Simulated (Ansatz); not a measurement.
Diatomic PN, closed-shell singlet (the spin of the measured ground state).

D_e counts from the fitted minimum to each atom's lowest state at the same level, without counterpoise. The singlet is restricted.

Frozen-core correlation. CBS: X⁻³ extrapolation of the correlation energy, Hartree–Fock from the larger set.

The values were computed with Ansatz (Gaussian basis) for Hartree–Fock, density functionals and correlated methods. Each number belongs to the level named beside it.

```
level                                bond energy D_e (kcal/mol)
-----------------------------------  --------------------------
r2SCAN/def2-TZVPP                                        137.96
B97M-V/def2-TZVPP                                        143.90
B3LYP/def2-TZVPP                                         145.21
PBE0/def2-TZVPP                                          137.86
BHLYP/def2-TZVPP                                              ?
CAM-B3LYP/def2-TZVPP                                     142.22
wB97M-V/def2-TZVPP                                       147.30
CCSD/def2-QZVPP                                               ?
CCSD(T)/CBS(def2-TZVPP, def2-QZVPP)                      144.35
```

**Question.** Complete the blanks.

**Answer.** 
- BHLYP/def2-TZVPP, bond energy D_e (kcal/mol): 124.68
- CCSD/def2-QZVPP, bond energy D_e (kcal/mol): 129.46

Doubts at one or more of the structures used: a restricted determinant that unrestricted orbitals would lower (CCSD/def2-QZVPP, CCSD(T)/CBS(def2-TZVPP, def2-QZVPP)).

Ansatz is an electronic-structure program.
